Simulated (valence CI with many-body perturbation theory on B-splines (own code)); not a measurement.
## Nd¹⁹⁺: key properties

Method: valence CI with perturbative core correlation (CI+MBPT): five valence electrons over a frozen Dirac-Fock core [Kr], radial functions for each j: 7 s, 7 p, 8 d, 6 f, 4 g, 1 h, with the one-electron correlation potential Σ1, the two-electron term Σ2, the three-electron term Σ3, Breit, model QED; selected CI, second order for the rest, scaled by the run's own slope (own B-spline code, finite nucleus).

No measured levels were compared; by estimate terms of the open shell hold to 2 to 4 % of their energy, and close levels can change places. Among the levels kept, up to 600 cm⁻¹ of a level comes from second order outside the variational space, and about a tenth of that is noise between levels of different J, which matters for small intervals. Only levels of the ground parity were solved; by the run's estimate the other parity begins above the list, which can be wrong where configurations are misplaced.

Levels are named by their leading jj configuration (3d3/2^4 stands for four electrons in 3d with j = 3/2), which in mixed levels can hold well under half, so a name can repeat and another be missing.

Rates and lifetimes use the calculated energies. Strong lines usually hold to 10 to 20 %, long lifetimes can be off by a factor of two.

Question: What is the ground level?

Answer: (4d3/2^4 4d5/2) J=5/2, composition 67 % 4d5 6S + 23 % 4d5 4P + 4 % 4d5 2D, g = 1.826.

Question: How well does LS coupling describe the low levels?

Answer: Among the lowest 20 levels the leading LS term, summed over configurations, holds 52 % on average. For single configurations the figures are 52 % in LS and 73 % in jj coupling. Terms mix most in the J = 5/2 level at 35681 cm⁻¹, where the leading one holds 26 %.

Question: What is the ionisation energy?

Answer: 562.29 eV; NIST lists 562 ± 4 eV (theoretical).
